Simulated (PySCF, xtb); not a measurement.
FH6NOSi2, SMILES N[SiH2]O[SiH2]F. One conformer was computed; it need not be the lowest.

Harmonic wavenumbers (cm⁻¹) from GFN2-xTB run with xtb 6.7.1 at its own minimum, in rising order: 9, 36, 58, 178, 208, 284, 498, 539, 553, 563, 587, 603, 730, 741, 777, 792, 818, 847, 913, 1137, 1513, 2217, 2281, 2349, 2371, 3477, 3526.

Problem. What does PBE-D3(BJ)/def2-SVP in PySCF give at its own minimum? (The exact figures need the calculation; the answer reports its results.)

Solution. 24, 40, 97, 218, 260, 328, 406, 535, 590, 684, 722, 782, 840, 846, 880, 889, 905, 939, 959, 1048, 1495, 2173, 2185, 2205, 2215, 3495, 3590. Paired by order, the mean absolute difference is 75 cm⁻¹ and the zero-point energies are 40.9 and 42.0 kcal/mol.
